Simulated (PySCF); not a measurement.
These compounds are isomers of formula C₈H₁₁FSi.

A. `CC#C[C@@H](C)[Si@H](F)C#CC`
B. SMILES F[C@@H]1CC[C@@H]1C1=CC=C[SiH2]1
C. `InChI=1S/C8H11FSi/c1-2-10-5-7(8(10)9)6-3-4-6/h1,6-8,10H,3-5H2/t7-,8+,10+/m0/s1`

Spectrum 1. 1H NMR (300 MHz, computed): δ 5.09 (m, 1H), 5.09 (m, 1H), 2.20 (d, 1H), 2.16 (m, 1H), 1.74 (m, 1H), 1.22 (m, 1H), 0.63 (m, 1H), 0.63 (m, 1H), 0.57 (m, 1H), 0.44 (m, 1H), 0.19 (m, 1H). 13C{1H} NMR (computed): δ 108.4 (CH), 99.7 (CH), 85.3 (C), 52.6 (CH), 22.3 (CH), 18.8 (CH2), 7.6 (CH2), 6.8 (CH2).

Spectrum 2. 1H NMR (300 MHz, computed): δ 4.79 (m, 1H), 2.24 (m, 1H), 2.11 (s, 3H), 1.97 (s, 3H), 1.36 (d, 3H). 13C{1H} NMR (computed): δ 113.0 (C), 84.6 (C), 84.2 (C), 83.6 (C), 18.0 (CH3), 17.7 (CH), 5.7 (CH3), 4.9 (CH3).

Spectrum 3. 1H NMR (300 MHz, computed): δ 7.22 (m, 1H), 6.90 (d, 1H), 6.20 (m, 1H), 5.16 (m, 1H), 4.79 (m, 1H), 4.75 (m, 1H), 3.50 (m, 1H), 2.58 (m, 1H), 2.42 (m, 1H), 1.96 (m, 1H), 1.58 (m, 1H). 13C{1H} NMR (computed): δ 156.2 (CH), 154.2 (C), 150.1 (CH), 133.8 (CH), 89.9 (CH), 50.2 (CH), 30.7 (CH2), 22.4 (CH2).

- GIAO PBE0/pcSseg-1 shieldings
- coordinates at the GFN2-xTB level
- code: PySCF 2.14.0 with density-fitted response routines
- a single conformation, no relativistic terms, isolated molecule, averaged over atoms made equivalent by symmetry, fast rotation or ring inversion

Chemical shifts δ = σref − σ; TMS for 1H (σref 31.72), 13C (σref 186.93), all at this level. Splittings of carbon signals by F and P are missing where no couplings were computed. Where no couplings were computed, multiplicities follow the n + 1 count of equivalent neighbours, and m marks all less simple cases (inequivalent or close neighbours, rings, F or P nearby). Shifts are as computed. Against solution values, carbons near 30 ppm lie about +3 ppm off and those near 130 ppm about +5 ppm. Of 1309 compounds with measured shifts, 239 miss one by over three times the rms of a fit or turn the order of signals round; such compounds aren't used in these exercises.

Question: Which spectrum belongs to which compound?

Answer: 1–C, 2–A, 3–B.

- Spectrum 1 (C): 8 13C signals; δC 99.7 is an sp3 CH bonded to F and Si; δC 85.3 is an alkyne carbon.
- Spectrum 2 (A): 8 13C signals; δC 84.6 is an alkyne carbon; δC 84.2 is an alkyne carbon.
- Spectrum 3 (B): 8 13C signals; δC 156.2 is an alkene CH; δC 154.2 is a fully substituted alkene carbon.
